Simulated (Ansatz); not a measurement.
Cost and result for the atomization energy of `CNC[AsH2]` (12 atoms, 11 bonds).

Cartesian coordinates in Å:
```
C -0.401 -0.609 -1.573
N 0.367 -0.231 -0.406
C -0.383 0.568 0.527
As 0.584 0.993 2.194
H 0.201 -1.254 -2.217
H -0.656 0.285 -2.148
H -1.343 -1.133 -1.339
H 0.734 -1.052 0.057
H -1.342 0.117 0.838
H -0.627 1.530 0.065
H 0.947 -0.458 2.496
H 1.918 1.243 1.506
```

Charge 0, multiplicity 1. Correlated methods include outer-core shells of As, which these sets cover unevenly. Scalar relativity is left out up to krypton. The structure was optimised at the PBE0-D4/def2-TZVP level. It is one conformer, not always the lowest. Program: Ansatz. All runs use 4 threads of an Intel Xeon Platinum 8559C on a shared host. Times are those of one run each, without the atoms' runs, and a repeat can differ threefold. Electronic energies, without spin–orbit coupling; frozen cores. CCSD(T)/CBS adds CCSD(T) − MP2 in def2-TZVPP to the MP2 limit, and its time is that of the two runs behind it. T1 = 0.010. With those shells the extrapolation isn't a true limit. B3LYP takes the VWN-RPA correlation (the form of Gaussian; ORCA's B3LYP/G).

CCSD(T)/CBS is a level of theory with its own doubt, some kJ/mol a heavy atom from the limit and from the frozen cores, so smaller differences don't rank the functionals.

| level | functions | wall time | atomization (kcal/mol) | difference from CCSD(T)/CBS | per bond |
| --- | --- | --- | --- | --- | --- |
| PBE-D4/def2-TZVPP (with forces) | 253 | 1.4 s | 989.2 | 19.7 | 1.8 |
| PBE0-D4/def2-TZVPP | 253 | 1.8 s | 972.2 | 2.7 | 0.2 |
| r2SCAN-D4/def2-TZVPP (with forces) | 253 | 2.3 s | 968.6 | -0.9 | -0.1 |
| B3LYP-D4/def2-TZVPP (with forces) | 253 | 2.9 s | 976.3 | 6.8 | 0.6 |
| B2PLYP/def2-TZVPP | 253 | 3.2 s | 960.7 | -8.8 | -0.8 |
| ωB97X-V/def2-TZVPP | 253 | 4.3 s | 977.2 | 7.7 | 0.7 |
| ωB97M-V/def2-TZVPP (with forces) | 253 | 6 s | 972.8 | 3.3 | 0.3 |
| MP2/def2-QZVPP | 500 | 17 s | 960.3 | -9.2 | -0.8 |
| CCSD(T)/def2-TZVPP | 253 | 88 s | 944.8 | -24.7 | -2.2 |
| CCSD(T)/CBS(def2) | – | 100 s | 969.5 | 0.0 | 0.0 |

From PBE to PBE0 (25 % exact exchange), in def2-TZVPP and without D4, the atomization energy moves by −16.2 kcal/mol: exact exchange takes away binding that semilocal exchange gives to molecules. In def2-TZVPP, CCSD(T) changes the Hartree–Fock value by +264.1 kcal/mol (the triples alone add +13.5 kcal/mol) and MP2 by +265.0 kcal/mol; breaking electron pairs costs correlation energy, which Hartree–Fock lacks. The D4 term adds +8.4 kcal/mol with B3LYP and +4.4 kcal/mol with PBE0; it sums over pairs of atoms, weighted by their polarisabilities, and B3LYP, whose exchange is more repulsive, gets the larger term.
